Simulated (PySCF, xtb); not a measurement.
Ga(Me)2(NH3) (C₂H₉GaN), SMILES [NH3]->[Ga]([CH3])[CH3] (connectivity only; charge and spin as stated), neutral, multiplicity 2.

Harmonic wavenumbers (cm⁻¹) from GFN2-xTB (xtb) at its own minimum, in rising order: 47, 78, 91, 99, 103, 124, 185, 269, 284, 359, 398, 471, 511, 525, 548, 1179, 1194, 1233, 1463, 1466, 1474, 1477, 1521, 1526, 2931, 2937, 2951, 2953, 2957, 2960, 3390, 3425, 3433.

### Question
What does r2SCAN-D4/def2-SVP (PySCF) give at its own minimum? (An estimate is asked for; the answer gives what the named calculation found.)

### Answer
86, 102, 103, 125, 133, 148, 291, 485, 495, 506, 540, 615, 673, 695, 743, 1149, 1175, 1185, 1419, 1424, 1430, 1439, 1623, 1627, 3002, 3003, 3105, 3106, 3130, 3130, 3452, 3584, 3606. Paired by order, the mean absolute difference is 100 cm⁻¹ and the zero-point energies are 63.7 and 67.7 kcal/mol.
